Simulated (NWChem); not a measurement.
# C$_{2}$H$_{4}$FNSi; SMILES C([C@@H](F)[SiH3])#N

```xyz
9

N      0.7961    -2.3411     0.1697
C      0.2247    -1.3723    -0.1049
C     -0.4553    -0.1226    -0.4287
F     -1.6674    -0.0450     0.2222
Si     0.6027     1.4108     0.0674
H     -0.6373    -0.1062    -1.5188
H      0.8291     1.3682     1.5368
H     -0.1796     2.6179    -0.3181
H      1.8894     1.3510    -0.6818
```
Atoms are numbered in this order, from 1.

Program: NWChem. Pople sets run with spherical d functions. The geometry was optimised at PBE0/def2-SVP. Isolated, static molecule.

GIAO at B3LYP/6-31G*: principal shieldings of F4 are 386.0, 438.3, 490.2 ppm; an isolated trichlorofluoromethane molecule has σ = 194.2 ppm at the same levels.

Problem. Find the isotropic 19F shift, its principal values, the span and the skew.

Solution. 
1. σ(iso) = one third of the sum = 438.2 ppm.
2. δ = σ(reference) − σ = -244.0 ppm against trichlorofluoromethane.
3. δ11, δ22, δ33 = -191.8, -244.1, -296.0 ppm.
4. Span Ω = δ11 − δ33 = 104.2 ppm; skew κ = 3(δ22 − δ(iso))/Ω = 0.00.
